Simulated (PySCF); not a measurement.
Tc (technetium, neutral): UHF calculation

Configuration: [Kr] 4d5 5s2, high-spin 6S determinant. Calculation: PySCF 2.14, in x2c-SVPall; the spin-free X2C one-electron Hamiltonian (Gaussian nucleus).

| Property | Result |
| --- | --- |
| Total energy | -4282.647993 hartree |
| One-electron energy | -5905.4764 hartree |
| Hartree (Coulomb) energy | 1750.4199 hartree |
| Exchange energy | -127.5915 hartree |
| ⟨S²⟩ | 8.7931 |
| ⟨L²⟩ | 0.000 |
| Sum of ⟨r⟩ | 33.10 bohr |
| Sum of ⟨r²⟩ | 62.24 bohr² |
| Langevin diamagnetic susceptibility | -49.3 ×10⁻⁶ cm³/mol |
| Time after the integrals | 0.2 s of wall time on 1 thread of Neoverse-V2 (shared host) |

```tsv
shell	electrons	mean orbital energy (hartree)	rms radius, mean of both spins (bohr)
1s α	1	-777.35939	0.0394
1s β	1	-777.35909	0.0394
2s α	1	-113.69771	0.162
2s β	1	-113.65495	0.162
2p α	3	-101.56588	0.144
2p β	3	-101.52460	0.144
3s α	1	-21.04289	0.441
3s β	1	-21.01843	0.441
3p α	3	-16.93921	0.447
3p β	3	-16.91119	0.447
3d α	5	-10.30543	0.435
3d β	5	-10.24282	0.435
4s α	1	-3.43861	1.13
4s β	1	-3.17057	1.13
4p α	3	-2.24301	1.27
4p β	3	-1.89460	1.27
4d α	5	-0.52239	1.80
5s α	1	-0.28019	3.88
5s β	1	-0.20915	3.88
```

Densities and radii are taken from the X2C orbitals without a picture-change correction, which distorts them close to the nucleus.
